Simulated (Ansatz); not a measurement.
`[NH2][Al]([F])[TeH]`. Total charge 0; spin multiplicity 1. Te takes the def2 core potential. All single points use the PBE0-D4/def2-TZVP geometry. It is one conformer, not always the lowest.

```xyz
7

N    -0.044   -0.485   -1.479
Al    0.137    0.311    0.074
F     0.852    1.796    0.121
Te   -0.659   -0.734    2.224
H     0.258   -0.089   -2.354
H    -0.457   -1.391   -1.623
H    -0.086    0.592    3.037
```

Problem. What is the dipole moment at B3LYP/def2-TZVPP? (An estimate is asked.)

Solution. The calculation gave: 2.01 D, with components (-0.54, -1.47, -1.25) D in this frame, pointing from negative to positive charge.

Problem. And with PBE, r2SCAN, ωB97M-V? (Best estimate.)

Solution. Computed: PBE 1.97 D, r2SCAN 1.95 D, ωB97M-V 1.98 D.

Problem. Give the Mulliken charges with B3LYP, ωB97M-V, PBE in def2-TZVPP. (Estimate.)

Solution. Ansatz gave: 
| atom | B3LYP | ωB97M-V | PBE |
| --- | --- | --- | --- |
| N1 | -0.40 | -0.36 | -0.39 |
| Al2 | 0.62 | 0.62 | 0.54 |
| F3 | -0.36 | -0.35 | -0.32 |
| Te4 | -0.12 | -0.15 | -0.13 |
| H5 | 0.14 | 0.12 | 0.15 |
| H6 | 0.13 | 0.11 | 0.14 |
| H7 | -0.01 | 0.02 | 0.01 |

B3LYP here is the variant with VWN-RPA as its local correlation; programs differ in this.
